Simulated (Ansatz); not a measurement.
Consider the redistribution: H₂Te + `C=NC[SeH]` → `C=NC[TeH]` + H₂Se.

Calculated with Ansatz (gas phase, PBE0-D4/def2-TZVP geometries, no zero-point term in ΔE). CCSD(T)/CBS is the MP2 limit (def2-TZVPP, def2-QZVPP) plus CCSD(T) − MP2 in def2-TZVPP, frozen cores. Functionals use def2-TZVPP. B3LYP here is the variant with VWN-RPA as its local correlation; programs differ in this. Elements past krypton have def2 core potentials. For Se, Te outer-core shells are correlated without core-valence functions, which leaves a few kJ/mol of doubt a bond. Scalar relativity is left out up to krypton. Each species was taken in one conformer, which may not be the lowest.

Problem. Is it downhill or uphill in electronic energy at CCSD(T)/CBS, and by how much? (Best estimate.)

Solution. Computed: Downhill: ΔE = -16.7 kJ/mol.

Problem. What do these levels give: r2SCAN-D4, B3LYP-D4, B3LYP, SCS-MP2/def2-TZVPP, SCS-MP2/def2-QZVPP, HF/CBS(def2)? (Best estimate.)

Solution. Computed: r2SCAN-D4 -17.0, B3LYP-D4 -15.3, B3LYP -12.1, SCS-MP2/def2-TZVPP -10.5, SCS-MP2/def2-QZVPP -13.9, HF/CBS(def2) 0.4 kJ/mol.

Largest T1 diagnostic among the species: 0.012.

From PBE to PBE0 (25 % exact exchange), in def2-TZVPP and without D4, ΔE moves by +4.2 kJ/mol. In def2-TZVPP, CCSD(T) changes the Hartree–Fock value by −11.0 kJ/mol (the triples alone add −2.9 kJ/mol) and MP2 by −14.8 kJ/mol. The D4 term adds −3.1 kJ/mol with B3LYP and −1.6 kJ/mol with PBE0; it sums over pairs of atoms, weighted by their polarisabilities, and B3LYP, whose exchange is more repulsive, gets the larger term.
